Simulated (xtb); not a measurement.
N-methylpropan-2-imine (C₄H₉N), SMILES CN=C(C)C. All values are semi-empirical tight-binding results from xtb (GFN2-xTB unless named), good for trends rather than for accurate numbers. Geometry optimised at GFN2-xTB.

Optimised geometry:

Bonds (Å): C1–N2 1.436, C1–H6 1.095, C1–H7 1.095, C1–H8 1.089, N2–C3 1.261, C3–C4 1.496, C3–C5 1.507, C4–H9 1.089, C4–H10 1.089, C4–H11 1.086, C5–H12 1.090, C5–H13 1.090, C5–H14 1.086. Angles (°): N2–C1–H6 112.0, N2–C1–H7 111.5, N2–C1–H8 107.7, H6–C1–H7 107.7, H6–C1–H8 109.0, H7–C1–H8 108.8, C1–N2–C3 121.3, N2–C3–C4 118.2, N2–C3–C5 125.4, C4–C3–C5 116.4, C3–C4–H9 109.9, C3–C4–H10 109.9, C3–C4–H11 110.0, H9–C4–H10 108.0, H9–C4–H11 109.5, H10–C4–H11 109.5, C3–C5–H12 109.8, C3–C5–H13 109.8, C3–C5–H14 111.4, H12–C5–H13 107.4, H12–C5–H14 109.2, H13–C5–H14 109.1.

Estimate the properties. (Estimate from the structure and the level; the computed values follow.)


orbital gap: 3.84 eV
dipole moment: 2.11 D
zero-point energy: 76.4 kcal/mol
G − E(el) at 298.15 K (modified RRHO): 57.4 kcal/mol
static polarisability (D4 model): 58.0 bohr³
solvation energy, GFN2-xTB/ALPB(water): -2.5 kcal/mol
solvation energy, GFN2-xTB/ALPB(dmso): -4.7 kcal/mol

Computed IR lines (harmonic; lines under 4 % of the strongest left out, lines within 3 cm⁻¹ merged):
ν (cm⁻¹): 267 (w), 1058 (w), 1118 (w), 1145 (m), 1246 (s), 1379 (m), 1385 (w), 1393 (w), 1464 (w), 1469 (w), 1740 (vs), 2924 (m), 2938 (m), 2995 (w), 3008 (m), 3011 (m), 3018 (w), 3053 (m), 3068 (w) (against the strongest line: vs over 80 %, s over 45 %, m over 15 %, w over 4 %, vw less)

Give the atomic charges and the Wiberg bond orders between heavy atoms. (An estimate is asked for; the answer gives what the named calculation found.)

charges (e) C1 -0.02, N2 -0.26, C3 0.11, C4 -0.12, C5 -0.12, H6 0.03, H7 0.03, H8 0.04, H9 0.05, H10 0.05, H11 0.06, H12 0.05, H13 0.05, H14 0.04. Bond orders C1–N2 1.04, N2–C3 1.87, C3–C4 1.02, C3–C5 1.01.
